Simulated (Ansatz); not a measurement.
Geometry optimisation, UKS PBE/def2-SVP (Ansatz 0.2.0).

input.yaml

```yaml
crystal:
  periodic: [false, false, false]
  atoms:
    - { symbol: Si, position_ang: [-1.055375, -0.138016, -0.446837] }
    - { symbol: O, position_ang: [-0.808238, -2.497005, 1.501473] }
    - { symbol: H, position_ang: [-1.304751, -1.388059, -1.219719] }
    - { symbol: H, position_ang: [-1.967044, 0.117728, 0.711125] }
    - { symbol: "N", position_ang: [-1.275412, 1.192949, -1.531425] }
    - { symbol: H, position_ang: [0.073774, -2.244312, 1.17257] }
    - { symbol: O, position_ang: [0.566432, -0.266546, 0.18121] }
    - { symbol: Si, position_ang: [1.918796, 0.716792, 0.248532] }
    - { symbol: H, position_ang: [-0.930515, -1.859708, 2.229717] }
    - { symbol: H, position_ang: [-1.363254, 2.152092, -1.189566] }
    - { symbol: H, position_ang: [-0.899087, 1.174583, -2.481619] }
    - { symbol: H, position_ang: [1.97019, 1.666857, -0.919908] }
    - { symbol: H, position_ang: [1.931989, 1.529034, 1.51869] }
    - { symbol: H, position_ang: [3.142697, -0.15639, 0.225656] }
magnetization:
  spin_polarized: true
basis:
  gaussian: { orbitals: def2-SVP }
hamiltonian:
  xc: pbe
relax:
  f_tol: 0.03
  max_steps: 50
output:
  orbitals: {}
```

Command:

```bash
$ ansatz run input.yaml --threads 4 --pin off --max-ram 5120MiB --backend cpu --events-out ev --progress --plain --runs-dir out
```

Question: Where does it end, and by what steps?

Answer: The run converged. The force dipped under the threshold on the way, but the program's further checks kept it going. After 20 steps the energy has fallen by 0.057 eV; H13 moved furthest, 1.05 Å.

```json
{"step": "0", "energy less start (eV)": "0.0000", "largest force component (eV/Å)": "0.739", "accepted": "yes"}
{"step": "1", "energy less start (eV)": "-0.0226", "largest force component (eV/Å)": "0.416", "accepted": "yes"}
{"step": "2", "energy less start (eV)": "-0.0187", "largest force component (eV/Å)": "0.630", "accepted": "no"}
{"step": "3", "energy less start (eV)": "-0.0323", "largest force component (eV/Å)": "0.092", "accepted": "yes"}
{"step": "4", "energy less start (eV)": "-0.0342", "largest force component (eV/Å)": "0.068", "accepted": "yes"}
{"step": "5", "energy less start (eV)": "-0.0358", "largest force component (eV/Å)": "0.025", "accepted": "yes"}
{"step": "6", "energy less start (eV)": "-0.0359", "largest force component (eV/Å)": "0.149", "accepted": "yes"}
{"step": "7", "energy less start (eV)": "-0.0380", "largest force component (eV/Å)": "0.061", "accepted": "yes"}
{"step": "8", "energy less start (eV)": "-0.0398", "largest force component (eV/Å)": "0.061", "accepted": "yes"}
{"step": "9", "energy less start (eV)": "-0.0424", "largest force component (eV/Å)": "0.146", "accepted": "yes"}
{"step": "10", "energy less start (eV)": "-0.0458", "largest force component (eV/Å)": "0.083", "accepted": "yes"}
{"step": "11", "energy less start (eV)": "-0.0468", "largest force component (eV/Å)": "0.162", "accepted": "yes"}
{"step": "12", "energy less start (eV)": "-0.0509", "largest force component (eV/Å)": "0.117", "accepted": "yes"}
{"step": "13", "energy less start (eV)": "-0.0489", "largest force component (eV/Å)": "0.244", "accepted": "no"}
{"step": "14", "energy less start (eV)": "-0.0524", "largest force component (eV/Å)": "0.029", "accepted": "yes"}
{"step": "15", "energy less start (eV)": "-0.0542", "largest force component (eV/Å)": "0.057", "accepted": "yes"}
{"step": "16", "energy less start (eV)": "-0.0547", "largest force component (eV/Å)": "0.104", "accepted": "yes"}
{"step": "17", "energy less start (eV)": "-0.0557", "largest force component (eV/Å)": "0.052", "accepted": "yes"}
{"step": "18", "energy less start (eV)": "-0.0563", "largest force component (eV/Å)": "0.047", "accepted": "yes"}
{"step": "19", "energy less start (eV)": "-0.0566", "largest force component (eV/Å)": "0.040", "accepted": "yes"}
{"step": "20", "energy less start (eV)": "-0.0569", "largest force component (eV/Å)": "0.027", "accepted": "yes"}
```

```xyz
14
Properties=species:S:1:pos:R:3
Si -1.054 -0.137 -0.350
O -0.677 -2.604 1.285
H -1.339 -1.284 -1.260
H -1.990 0.035 0.804
N -1.170 1.316 -1.292
H 0.119 -2.072 1.066
O 0.530 -0.336 0.279
Si 1.855 0.695 0.136
H -0.949 -2.210 2.136
H -1.298 2.238 -0.874
H -0.851 1.376 -2.260
H 2.296 0.848 -1.297
H 1.560 2.062 0.700
H 2.968 0.071 0.929
```

Whether the end is a true minimum wasn't checked by a vibrational analysis.

Run time: 83 s on 4 threads of Arm Neoverse N1 (shared host), peak memory 0.2 GiB.
